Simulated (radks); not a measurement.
Spherical quantum dot in the effective-mass picture: electrons in a parabolic well V = omega^2 r^2 / 2 with omega = 0.524, with a point charge +1 (a donor) at the centre, all in effective atomic units (hartree* = m*/eps^2 hartree, bohr* = eps/m* bohr), one dielectric constant everywhere. Calculated with a radial shooting solver with Libxc functionals: non-relativistic Kohn-Sham, r2SCAN, spin-polarised, spherical densities, generalised Kohn-Sham scheme. Levels are named by radial order and angular momentum (1s, 1p, 1d, 2s, ...), and open shells are averaged over m. Results are scaled to m* = 0.147 and eps = 15.5, for which hartree* = 16.65 meV and bohr* = 5.58 nm.

N = 35, configuration 1s2 1p6 1d10 2s2 1f14 2p(up 1, down 0). This is the lowest configuration that the search found. Occupied and some empty levels:

level,occupation,eigenvalue (meV),<r> (nm)
1s up,1,158.74,10.90
1s down,1,159.20,11.12
1p up,3,163.69,18.92
1p down,3,163.86,19.20
2s up,1,165.36,18.67
2s down,1,165.42,18.18
1d up,5,167.18,21.87
1d down,5,167.25,21.89
1f up,7,170.96,23.78
1f down,7,171.02,23.72
2p up,1,171.73,19.67
2p down,0,172.17,19.63
3s up,0,175.01,19.87
3s down,0,175.10,20.16
1g up,0,175.14,25.23
1g down,0,175.22,25.18
2d up,0,177.05,21.60
2d down,0,177.33,21.82

Energy (meV): total 3542.32, kinetic 254.65, external 1083.8, Hartree 2393.2, exchange-correlation -189.39.

Electron density:

r (nm),n(r) (e/nm^3)
2.01,0.001960
4.24,0.0009574
6.48,0.0005334
8.71,0.0003668
10.9,0.0003227
13.2,0.0003360
15.4,0.0003727
17.6,0.0004058
19.9,0.0004125
22.1,0.0003782
24.4,0.0003031
26.6,0.0002068
28.8,0.0001178
31.1,0.00005508
33.3,0.00002084
35.5,6.388e-06
37.8,1.581e-06
40.0,3.178e-07
42.2,5.190e-08
44.5,6.953e-09
